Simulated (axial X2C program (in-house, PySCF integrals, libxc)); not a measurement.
**Spectroscopic constants of MgSe**

Computed with an in-house all-electron X2C program for linear molecules (integrals from PySCF). Spin-free means the one-electron spin-free X2C Hamiltonian. Basis: Se dyall-cv3z [8s9p6d4f1g], Mg dyall-cv3z [9s8p6d3f] (cores contracted in-house); Gaussian nuclei, density fitting, unrestricted open shells. Masses: Se 79.917 u, Mg 23.985 u.

The run was started with this input:
```json
{"zs": [34, 12], "q": 0, "bas": ["dyall-cv3z", "dyall-cv3z"], "levels": ["PBE0", "HF", "PW91"], "cc": true, "r0": 2.39, "thr": -2.0, "nmax": 90, "npts": 10, "nst": 2, "ntry": 6}
```
```bash
python so2c.py task.json out
```

Keys: zs atomic numbers; q charge; bas basis sets; levels methods; cc coupled cluster on or off; r0 starting distance in Å; thr threshold in hartree for freezing inner shells (an s shell follows its p shell); nmax most natural virtual spinors; npts points on the curve; nst determinants followed; ntry starts of the search. HF also brings MP2.

State, spin-free: M_S = 0, Λ = 0 (closed shell); electrons by block: σα: 11, σβ: 11, π+α: 5, π+β: 5, π-α: 5, π-β: 5, δ+α: 1, δ+β: 1, δ-α: 1, δ-β: 1. Fragments: Se + Mg.

| Hamiltonian | level | Re (Å) | ωe (cm⁻¹) | ωexe (cm⁻¹) | De (eV) | D0 (eV) | k (mdyn/Å) | μ (D) |
| --- | --- | --- | --- | --- | --- | --- | --- | --- |
| spin-free | PBE0 | 2.250 | 434.1 | 1.7 | 1.87 | 1.84 | 2.05 | 7.41 |
| spin-free | HF | 2.255 | 432.3 | 2.26 | 0.244 | 0.217 | 2.03 | 8.78 |
| spin-free | MP2 | 2.263 | 449.2 | 1.12 | 1.93 | 1.90 | 2.19 | n/a |
| spin-free | CCSD | 2.275 | 416.2 | 1.81 | 1.51 | 1.49 | 1.88 | n/a |
| spin-free | CCSD(T) | 2.278 | 420.0 | 1.72 | 1.76 | 1.73 | 1.92 | n/a |
| spin-free | PW91 | 2.265 | 420.4 | 1.63 | 2.15 | 2.12 | 1.92 | 6.80 |

Correlated methods: 8 electrons correlated (number of frozen shells: Se 3 s, 2 p, 1 d; Mg 2 s, 1 p), 258 virtual spin orbitals or spinors in MP2, 88 natural virtuals in coupled cluster.

Dipoles are positive if Mg is the positive end.

The state is a single determinant with fixed occupations, the lowest that a limited PBE0 search found. Closed shells are restricted here (equal orbitals for both partners); the stretched side of such a curve lies too high. De is counted from the lowest determinant-based energies of the atoms at the same level, without counterpoise correction. Coupled cluster ran in a truncated set of natural virtual spinors; the MP2 energy of the rest was added. (T) has no such correction and the atoms are truncated less, which lowers De at CCSD(T) by a hundredth of an eV or more. PBE0 can misorder states that lie within some tenths of an eV, so this need not be the ground state of the molecule. The nearest other spin-free determinant of the search, M_S = 1, Λ = 1, lies 0.42 eV up at the distance of the search. At some level and bond length an empty orbital lies below a filled one. Spin-free De lacks the spin–orbit lowering of the heavy p-block atom, a tenth of an eV or more for 4p and 5p, up to an eV for 6p and one to two eV for 7p atoms, less what an open-shell molecule gains itself.

No reliable constants came from CCSD (2c), CCSD(T) (2c), HF (2c), MP2 (2c), PBE0 (2c), PW91 (2c): no minimum in range, unconverged points, a curve that is not smooth, a change of character along it, or the two Hamiltonians disagreeing along it.

The whole task took 79 s on 1 thread of Arm Neoverse V2, with other jobs on the host.
